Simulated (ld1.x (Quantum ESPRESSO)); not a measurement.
**What the settings do to the TM potential of Tm (Z = 69)**

Base potential:

```
Element                 : Tm (Z = 69)
Generator               : ld1.x (Quantum ESPRESSO) 7.5
Type                    : norm-conserving Troullier–Martins (Kleinman–Bylander form)
Functional              : PBEsol
Relativity              : scalar-relativistic
Frozen core             : [Xe]
Valence charge          : 15
Reference configuration : 4f13 5d0 6s2 6p0
Partial waves           : 6p (bound, empty): rc 3.15 bohr; 5d (bound, empty): rc 2.05 bohr; 4f (bound): rc 1.15 bohr; 6s (bound): rc 2.45 bohr
Local potential         : the s channel
Core correction         : Bessel-smoothed model core, default radius (core density twice the valence density)
```

All-electron outer shells of the reference configuration (PBEsol, scalar-relativistic, ld1.x):

```csv
shell,level (eV),outermost node (bohr),outermost maximum (bohr)
5s,-53.42,0.59,1.10
5p,-26.94,0.64,1.26
6s,-3.89,1.49,3.33
4f,-3.14,–,0.50
6p,-1.10,1.84,4.67
5d,-0.80,0.72,2.10
```

Cutoffs, loose and tight: the cutoffs (Ry, on a coarse ladder) from which the occupation-weighted sum of valence levels, in a spherical-Bessel basis at the reference potential, stays within 10 and 1 mRy of its value at 400 Ry. They do not see the model core or the augmentation charge, which bear on the density cutoff. Test errors are all-electron minus pseudo excitation energies from the reference, over the configurations 4f13 5d0 6s1 6p0; 4f13 5d0 6s0 6p0; 4f12 5d0 6s0 6p0; 4f13 5d0 6s1 6p1; 4f13 5d0.5 6s1.5 6p0; 4f14 5d0 6s0 6p0; 4f13 5d0 6s0 6p2. A dash means not determined; rows that change the core or the reference have their own tests. The largest error is taken over the tests solved by every variant that gives reliable tests at all: 4f12 5d0 6s0 6p0; 4f13 5d0 6s0 6p0; 4f13 5d0 6s0 6p2; 4f13 5d0 6s1 6p0; 4f13 5d0 6s1 6p1; 4f13 5d0.5 6s1.5 6p0.

A true bound ghost makes a file unfit for plane-wave use even where its test errors are small: the radial tests pick states by their node count and pass the ghost by. Where a test does run into it, the solver fails or the error is huge.

```tsv
change	outcome	cutoff, loose	cutoff, tight	bound ghosts	largest test error (meV)
base	generated	300 Ry	over 300 Ry	none	-2676
all radii but the core radius scaled by about 0.75 (s 1.84, p 2.38, d 1.54, f 0.86 bohr)	failed: run_pseudo: Errors in PS-KS equation	–	–	–	–
all radii but the core radius scaled by about 0.84 (s 2.06, p 2.64, d 1.72, f 0.96 bohr)	generated	over 300 Ry	over 300 Ry	p	-3452
all radii but the core radius scaled by about 0.90 (s 2.20, p 2.82, d 1.84, f 1.02 bohr)	generated	over 300 Ry	over 300 Ry	p	-3099
all radii but the core radius scaled by about 1.07 (s 2.64, p 3.38, d 2.20, f 1.24 bohr)	generated	300 Ry	over 300 Ry	none	-2472
all radii but the core radius scaled by about 1.32 (s 3.24, p 4.16, d 2.70, f 1.52 bohr)	generated	200 Ry	over 300 Ry	none	-2182
all radii but the core radius scaled by about 1.40 (s 3.44, p 4.42, d 2.88, f 1.62 bohr)	generated	180 Ry	300 Ry	none	-2116
```

(1) What comes out with this change to the base: all radii but the core radius scaled by about 1.14 (s 2.80, p 3.60, d 2.34, f 1.32 bohr)?

(2) What comes out with this change to the base: all radii but the core radius scaled by about 1.22 (s 3.00, p 3.86, d 2.50, f 1.40 bohr)?

## Answers

(1) outcome: generated; cutoff, loose: 260 Ry; cutoff, tight: over 300 Ry; bound ghosts: none; largest test error (meV): -2360.

(2) outcome: generated; cutoff, loose: 230 Ry; cutoff, tight: over 300 Ry; bound ghosts: none; largest test error (meV): -2267.

Reading the sweep of the scale of all radii but the core radius (base = 1) (base included, trends over the rows without a ghost): The loose cutoff falls from 300 Ry at 1 to 180 Ry at 1.4. A larger radius leaves more room for a smooth pseudo-wave, so fewer plane waves are needed; a smaller one forces it to follow the all-electron wave where it bends sharply. Bound ghosts are found at 0.84, 0.9. The generation fails at 0.75.
